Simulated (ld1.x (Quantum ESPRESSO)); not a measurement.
# Reading a pseudo-wave (calcium (Ca))

Columns: radius, all-electron u(r) and pseudo u(r) of the 3d shell (level -0.66 eV) of calcium in the configuration [Ar] 3d1 4s1 4p0; BLYP, scalar-relativistic, TM scheme, ld1.x (Quantum ESPRESSO) 7.5.

```tsv
r (bohr)	all-electron	pseudo
0.210	0.0684	0.0087
0.420	0.2223	0.0631
0.630	0.3560	0.1788
0.840	0.4447	0.3307
1.050	0.4922	0.4700
1.260	0.5109	0.5571
1.470	0.5124	0.5833
1.680	0.5047	0.5662
1.890	0.4921	0.5306
2.100	0.4774	0.4949
2.310	0.4619	0.4670
2.520	0.4461	0.4468
2.730	0.4305	0.4305
2.940	0.4153	0.4153
3.150	0.4006	0.4006
3.360	0.3864	0.3864
3.570	0.3727	0.3727
3.780	0.3595	0.3595
3.990	0.3467	0.3467
4.200	0.3342	0.3342
4.410	0.3221	0.3221
4.620	0.3102	0.3102
4.830	0.2987	0.2987
5.040	0.2875	0.2875
5.250	0.2765	0.2765
5.460	0.2659	0.2659
```

Question: How many radial nodes do the two functions have?

Answer: The all-electron 3d function has n − l − 1 = 0; the pseudo-wave has 0.

Question: At about which radius was the pseudo-wave matched?

Answer: 2.85 bohr, where the columns begin to agree (steps of 0.21 bohr).

Question: Is the pseudo-wave norm-conserving?

Answer: Yes: the TM scheme keeps the norm inside the radius equal to the all-electron one, which fixes the energy derivative of the logarithmic derivative at the level.
